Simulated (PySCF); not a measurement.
B(H)(I)(OMe) (CH₄BIO), SMILES O(BI)C. Atoms are numbered in the order given.

```xyz
8

B     -0.5881    -1.0363     0.0000
H     -1.7714    -1.2783     0.0000
I      0.0299     1.0114     0.0000
O      0.3497    -1.9777     0.0000
C      0.0576    -3.3579     0.0000
H      0.5063    -3.8168    -0.8929
H      0.5063    -3.8168     0.8929
H     -1.0281    -3.5434     0.0000
```

The structure is a stationary point at PBE0-D3(BJ)/def2-SVP. The def2 effective core potentials stand for the cores of I; spin–orbit coupling is left out. One conformer was computed; it need not be the lowest.

Level of theory: PBE0-D3(BJ)/def2-SVP (PySCF).

Frequencies are harmonic and unscaled.

```tsv
mode	ν (cm⁻¹)	IR (km/mol)	moving atoms (share of kinetic energy)
1	133	2.8	H 68 %, O 26 %
2	150	1.6	H 36 %, B 24 %, O 21 %, C 18 %
3	203	2.3	O 31 %, B 26 %, C 19 %, H 16 %
4	288	12.0	O 33 %, C 32 %, I 17 %, H 15 %
5	669	38.9	B 65 %, H 23 %
6	817	14.4	H 64 %, B 32 %
7	1017	69.2	H 31 %, C 29 %, O 27 %, B 13 %
8	1092	46.4	H 61 %, B 16 %, C 15 %, O 8 %
9	1184	0.5	H 76 %, C 19 %
10	1184	77.0	H 70 %, C 19 %
11	1401	504.8	H 33 %, O 26 %, B 26 %, C 15 %
12	1467	5.7	H 97 %
13	1473	11.0	H 94 %
14	1502	190.1	H 59 %, O 21 %, B 17 %
15	2635	104.1	H 91 %, B 9 %
16	3054	49.5	H 97 %
17	3160	14.1	H 90 %, C 10 %
18	3169	10.8	H 90 %, C 10 %
```
